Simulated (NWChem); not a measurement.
System: ditellurium (Te2, triplet); SMILES [Te]=[Te]

Computed with NWChem. Spin-unrestricted. The geometry was optimised at PBE0/def2-SVP, spin-unrestricted. No stability test was run on the SCF state. def2 effective core potentials on Te; no spin-orbit coupling. Total energies compare along this basis series because the functional is fixed.

```json
[
 {"level": "UHF/def2-SVP", "basis functions": "52", "energy (Ha)": "-534.0228", "highest occupied level (eV)": "-8.58", "lowest empty minus highest occupied level, either spin (eV)": "7.88"},
 {"level": "UHF/def2-SVPD", "basis functions": "70", "energy (Ha)": "-534.0255", "highest occupied level (eV)": "-8.66", "lowest empty minus highest occupied level, either spin (eV)": "(withheld)"},
 {"level": "UHF/def2-TZVP", "basis functions": "100", "energy (Ha)": "-534.0450", "highest occupied level (eV)": "-8.63", "lowest empty minus highest occupied level, either spin (eV)": "7.92"},
 {"level": "UHF/def2-TZVPD", "basis functions": "118", "energy (Ha)": "-534.0458", "highest occupied level (eV)": "-8.65", "lowest empty minus highest occupied level, either spin (eV)": "7.89"},
 {"level": "UHF/def2-TZVPP", "basis functions": "100", "energy (Ha)": "-534.0450", "highest occupied level (eV)": "-8.63", "lowest empty minus highest occupied level, either spin (eV)": "7.92"},
 {"level": "UHF/def2-QZVP", "basis functions": "164", "energy (Ha)": "-534.0490", "highest occupied level (eV)": "-8.65", "lowest empty minus highest occupied level, either spin (eV)": "7.93"}
]
```

### Question
Fill in the missing entries.

### Answer

- UHF/def2-SVPD, lowest empty minus highest occupied level, either spin (eV): 7.81
